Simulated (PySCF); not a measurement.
Species: cyclo-(SiCl2)3.
Bonds: Si1–Cl2, Si1–Cl3, Si1–Si4, Si1–Si7, Si4–Cl5, Si4–Cl6, Si4–Si7, Si7–Cl8, Si7–Cl9.

Theory: PySCF 2.14.0, PBE0-D3(BJ)/def2-SVP geometry optimisation, gas phase.

(1) List the bond lengths, angles and torsions at this level.

## Answers

(1) 
```json
{"bond": "Si1–Cl2 and 5 like bonds", "length (pm)": "205.7"}
{"bond": "Si1–Si4, Si1–Si7, Si4–Si7", "length (pm)": "236.2"}
```

Bonds in one row agree within 1 pm and their mean is given. A selection of angles:
```json
{"angle": "Cl2–Si1–Cl3", "degrees": "111.6"}
{"angle": "Cl2–Si1–Si4", "degrees": "117.5"}
{"angle": "Cl2–Si1–Si7", "degrees": "116.3"}
{"angle": "Cl3–Si1–Si4", "degrees": "121.1"}
{"angle": "Si4–Si1–Si7", "degrees": "60.1"}
{"angle": "Si1–Si4–Cl5", "degrees": "119.7"}
```

Dihedral angles: Cl2–Si1–Si4–Cl5 -4° (synperiplanar); Cl2–Si1–Si7–Si4 -108° (anticlinal).

All 6 Cl–Si bonds measure 2.055 to 2.058 Å. All 3 Si–Si bonds measure 2.360 to 2.364 Å. Si1 (silicon bonded to 2 Cl and 2 Si) has angles from 60.1° to 121.5°.

Stationary, but not proved a minimum. The numbers are those of one conformer.
